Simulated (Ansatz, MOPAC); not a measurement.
System: C3H10GeN, net charge 0, doublet state. SMILES: [CH2]C[N](C)[GeH3]

Atoms: C1, C2, N3, C4, Ge5, H6, H7, H8, H9, H10, H11, H12, H13, H14, H15. Bonds: C1-C2, C1-H6, C1-H7, C2-N3, C2-H8, C2-H9, N3-C4, N3-Ge5, C4-H10, C4-H11, C4-H12, Ge5-H13, Ge5-H14, Ge5-H15.

Bond lengths (Å) and angles (degrees) optimised at PM3 with MOPAC; HF/6-31G* with LANL2DZ past Ar with Ansatz (a quantum-chemistry and plane-wave program); B3LYP/LANL2DZ with Ansatz; B3LYP/6-31G* with LANL2DZ past Ar with Ansatz, each started from the B3LYP-D3(BJ)/def2-TZVP structure (Ansatz) of the last column. A row stands for all coordinates that are equal there; 11 of 36 kinds are shown. 6-31G* holds six Cartesian d functions. No wavenumbers were computed at B3LYP/LANL2DZ, so these may be saddle points.

| coordinate | PM3 | HF/6-31G* with LANL2DZ past Ar | B3LYP/LANL2DZ | B3LYP/6-31G* with LANL2DZ past Ar | B3LYP-D3(BJ)/def2-TZVP |
|---|---|---|---|---|---|
| C1-C2 | 1.467 | 1.501 | 1.509 | 1.494 | 1.486 |
| C1-H6 | 1.083 | 1.076 | 1.089 | 1.086 | 1.081 |
| C1-H7 | 1.083 | 1.075 | 1.088 | 1.086 | 1.082 |
| C2-N3 | 1.473 | 1.453 | 1.478 | 1.466 | 1.460 |
| C2-H8 | 1.102 to 1.111 | 1.091 | 1.106 | 1.106 | 1.102 |
| C2-H9 | 1.115 | 1.093 | 1.108 | 1.108 | 1.105 |
| N3-C4 | 1.460 | 1.450 | 1.473 | 1.460 | 1.456 |
| N3-Ge5 | 1.875 | 1.833 | 1.839 | 1.855 | 1.852 |
| C1-C2-N3 | 112.9 | 112.5 | 113.3 | 112.5 | 112.7 |
| C2-N3-C4 | 116.1 | 113.6 | 114.6 | 113.2 | 113.1 |
| C2-N3-Ge5 | 108.6 | 118.6 | 121.8 | 117.8 | 116.8 |

A range marks coordinates that this level makes unequal.

Mean signed difference of all 14 bond lengths from B3LYP-D3(BJ)/def2-TZVP: PM3 -0.003 Å, HF/6-31G* with LANL2DZ past Ar -0.006 Å, B3LYP/LANL2DZ 0.008 Å, B3LYP/6-31G* with LANL2DZ past Ar 0.005 Å.
